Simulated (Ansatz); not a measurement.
Basis-set extrapolation for CH₄F₂SSi (`CS[SiH](F)F`) (PBE0-D4/def2-TZVP geometry, frozen core, Ansatz 0.2.0). Multiplicity 1, RHF reference.

|  | def2-TZVPP | def2-QZVPP |
| --- | --- | --- |
| HF | -925.840677 | -925.873115 |
| MP2 correlation | -0.966389 | -1.052626 |
| CCSD(T) correlation | -1.036794 | not run |

Energies in hartree. Use E(X) = E(∞) + A·exp(−7.88·√X) for Hartree–Fock and E(X) = E(∞) + B·X^(−2.97) for correlation, with X = 3 and 4, and add CCSD(T) minus MP2 of the smaller set to the MP2 limit.

Problem. What is the CCSD(T) energy at the basis-set limit?

Solution. HF limit: -925.873115 + (-0.032438) × 0.13774 = -925.87758. MP2 limit: -1.052626 + (-0.086237) × 0.74074 = -1.11651. Higher-order term: -1.036794 − (-0.966389) = -0.07040. Total: -927.06449 hartree, 5.09 eV below CCSD(T)/def2-TZVPP.
